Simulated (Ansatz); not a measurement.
Input file for Ansatz (a quantum-chemistry and plane-wave program): U-PBE0/def2-TZVPP on AlC+, 2S+1 = 5, a spin state set in the input, which need not be the lowest, a point of a bond scan (R = 1.854 Å). Charge +1.

Ansatz 0.2 input:
```yaml
crystal:
  periodic: [false, false, false]
  atoms:
    - {symbol: C, position_ang: [0.00000000, 0.00000000, 0.00000000]}
    - {symbol: Al, position_ang: [0.00000000, 0.00000000, 1.85431300]}
basis:
  gaussian:
    orbitals: def2-TZVPP
    pivot_positions_ang: [[0.00000000, 0.00000000, 0.00000000], [0.00000000, 0.00000000, 1.85431300]]
hamiltonian:
  xc: {name: PBE0}
total_charge: 1
magnetization: {spin_polarized: true, initial_magnetization: 4}
output: {forces: true, orbitals: {seedname: ./end}}
```

The head of its log:

```
WARN ansatz: RAYON_NUM_THREADS=2 ignored (pool sized by the plan → 2); use --threads N
Functional definition: PBE0
integrals: 0.01 GiB planned
480 factors; their error is unknown
mean field: 0.19 GiB planned
mean field evaluation 1: about -7609.3096 eV, gradient 2.9e1 eV
mean field evaluation 2: about -7595.9187 eV, gradient 4.6e1 eV
```

Task: What total energy does the run end on?

Result: -279.8373 hartree.
